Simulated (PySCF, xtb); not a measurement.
Te(OMe)2 (C2H6O2Te), SMILES O(C)[Te]OC. Other conformers were not sampled.

Harmonic wavenumbers (cm⁻¹) from xtb with GFN2-xTB at its own minimum, in rising order: 60, 93, 127, 154, 206, 258, 275, 474, 504, 1018, 1033, 1129, 1129, 1136, 1141, 1404, 1405, 1468, 1468, 1477, 1480, 2946, 2948, 2955, 2956, 2981, 2982.

Q: What does PySCF with PBE-D3(BJ)/def2-SVP give at its own minimum? (The exact figures need the calculation; the answer reports its results.)

A: 59, 101, 115, 150, 219, 280, 284, 516, 530, 1022, 1033, 1122, 1123, 1131, 1132, 1393, 1394, 1400, 1400, 1424, 1428, 2919, 2922, 3002, 3003, 3030, 3031. Paired by order, the mean absolute difference is 25 cm⁻¹ and the zero-point energies are 50.3 and 50.3 kcal/mol.
